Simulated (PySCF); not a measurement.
Match each property card to its molecule.

Structures:
1. `FC(F)(Cl)C(Cl)(Cl)Cl`
2. `O=C([O-])C1=CC(F)=C(F)C1`
3. `C#CC1=C[C+]1CCC`
4. `CC(=O)C[P@H](C)=O`

Card P (geometry GFN2-xTB):
* Rotational constants A, B, C: 3.209, 1.737, 1.421 GHz
* Static isotropic polarisability (PBE0/def2-SVPD): 76.3 au
* HOMO energy (PBE0/def2-SVPD): -7.58 eV
* Strongest line among the 8 lowest singlet transitions (TDDFT PBE0/def2-SVPD): S5 at 7.54 eV (165 nm, f = 0.036)
* Lowest triplet excitation (Tamm–Dancoff) (TDA PBE0/def2-SVPD): 3.85 eV
* Dipole moment (PBE0/def2-SVPD): 3.19 D

Card Q (geometry GFN2-xTB):
- Rotational constants A, B, C: 6.328, 0.906, 0.866 GHz
- Static isotropic polarisability (PBE0/def2-SVPD): 87.4 au
- Point group: C1
- Lowest triplet excitation (Tamm–Dancoff) (TDA PBE0/def2-SVPD): 3.51 eV
- Strongest line among the 8 lowest singlet transitions (TDDFT PBE0/def2-SVPD): S2 at 5.24 eV (237 nm, f = 0.109)

Card R (geometry GFN2-xTB):
* Rotational constants A, B, C: 1.231, 0.928, 0.881 GHz
* Static isotropic polarisability (B3LYP/def2-SVPD): 81.7 au
* Dipole moment (B3LYP/def2-SVPD): 0.70 D
* Lowest triplet excitation (Tamm–Dancoff) (TDA B3LYP/def2-SVPD): 5.66 eV
* Lowest singlet excitation (TDDFT B3LYP/def2-SVPD): 6.22 eV (199 nm, f = 0.000)
* Point group: Cs

Card S (geometry GFN2-xTB):
- Rotational constants A, B, C: 2.791, 0.813, 0.632 GHz
- Static isotropic polarisability (PBE0/def2-SVPD): 83.3 au
- Point group: Cs
- Lowest singlet excitation (TDDFT PBE0/def2-SVPD): 3.59 eV (345 nm, f = 0.000)
- HOMO energy (PBE0/def2-SVPD): -2.16 eV

Each SMILES stands for a single optimised conformer of the isolated species, non-relativistic unless stated. Electronic properties by PySCF.

Problem. Which card belongs to which structure?

Solution. P = 4, Q = 3, R = 1, S = 2. What ties each card to its structure:
- 1 (card R), C2Cl4F2, monoisotopic mass 201.9 u, 8 heavy atoms: an asymmetric top with C = 0.881 GHz; polarisability 81.7 au for 98 electrons; dipole 0.70 D.
- 2 (card S), [C6H3F2O2]-, monoisotopic mass 145.0 u, 10 heavy atoms: a HOMO at -2.16 eV for the only species of charge -1; an asymmetric top with C = 0.632 GHz, the lowest such constant on the cards; polarisability 83.3 au for 74 electrons.
- 3 (card Q), [C8H9]+, monoisotopic mass 105.1 u, 8 heavy atoms: an asymmetric top with C = 0.866 GHz; polarisability 87.4 au for 56 electrons.
- 4 (card P), C4H9O2P, monoisotopic mass 120.0 u, 7 heavy atoms: an asymmetric top with C = 1.421 GHz, the highest such constant on the cards; polarisability 76.3 au for 64 electrons; dipole 3.19 D.
